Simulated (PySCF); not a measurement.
Isomers of [C6H7O4]- (charge -1), one GFN2-xTB conformer each. Single-point energies are computed at PBE0/pcSseg-1 (PySCF, gas phase, no added dispersion term), electronic only.

| SMILES | GFN2-xTB relative energy (kJ/mol) |
| --- | --- |
| C=CC(=O)OCCC(=O)[O-] | 35.8 |
| CC(=O)O[C@@H]1C[C@H]1C(=O)[O-] | 0.0 |

Conformers: `[CH2:1]=[CH:2][C:3](=[O:4])[O:5][CH2:6][CH2:7][C:8](=[O:9])[O-:10]` (charge -1) with C1–C2–C3–O4 3°, C2–C3–O5–C6 -174°, C3–O5–C6–C7 112°, O5–C6–C7–C8 161°, C6–C7–C8–O9 150°; `[CH3:1][C:2](=[O:3])[O:4][C@@H:5]1[CH2:6][C@H:7]1[C:8](=[O:9])[O-:10]` (charge -1) with C1–C2–O4–C5 -174°, C2–O4–C5–C6 -139°, C6–C7–C8–O9 25°.

**Question.** What does PBE0/pcSseg-1 give for the same structures?

**Answer.** 
```csv
SMILES,PBE0/pcSseg-1 E (Eh),PBE0/pcSseg-1 (kJ/mol),GFN2-xTB (kJ/mol),point group
C=CC(=O)OCCC(=O)[O-],-533.15853,0.0,35.8,C1
CC(=O)O[C@@H]1C[C@H]1C(=O)[O-],-533.15713,3.7,0.0,C1
```

GFN2-xTB puts CC(=O)O[C@@H]1C[C@H]1C(=O)[O-] lowest instead. As drawn, the higher has a three-membered ring, which the lower lacks. Neighbours under 21 kJ/mol apart (C=CC(=O)OCCC(=O)[O-] and CC(=O)O[C@@H]1C[C@H]1C(=O)[O-]) can change places with a better method, another conformer or zero-point energy.
